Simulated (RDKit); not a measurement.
A run for RDKit: UFF on C3H6O2 (SMILES COC(C)=O), a point of a torsion scan.

```python
from rdkit import Chem
from rdkit.Chem import AllChem, rdDetermineBonds

blocks = [
'''11

C     1.39497875    1.13415978    0.62367515
O     0.41226950    0.11912165    0.75490268
C    -0.41218422   -0.08608250   -0.31025533
C    -1.85548524   -0.10047220    0.10978267
O    -0.00883217   -0.38258127   -1.39872108
H     0.93325487    2.11423589    0.77292071
H     2.13824126    0.95521143    1.39795191
H     1.86981899    1.09461164   -0.36018402
H    -2.47408786   -0.51343408   -0.68085453
H    -2.16868007    0.91946968    0.32637153
H    -1.95695535   -0.68347575    1.02144698
''',
]
mol = None
for b in blocks:
    f = Chem.MolFromXYZBlock(b)
    rdDetermineBonds.DetermineBonds(f, charge=0)
    mol = f if mol is None else Chem.CombineMols(mol, f)
Chem.SanitizeMol(mol)
print(Chem.MolToSmiles(Chem.RemoveHs(mol)))
ff = AllChem.UFFGetMoleculeForceField(mol, vdwThresh=100.0, ignoreInterfragInteractions=False)
e = ff.CalcEnergy()
print(f'UFF energy {e:.6f} kcal/mol')
```

Output:

```
COC(C)=O
UFF energy 19.474575 kcal/mol
```

The run finished.

Cost: about 0.05 core-seconds (a rough figure).
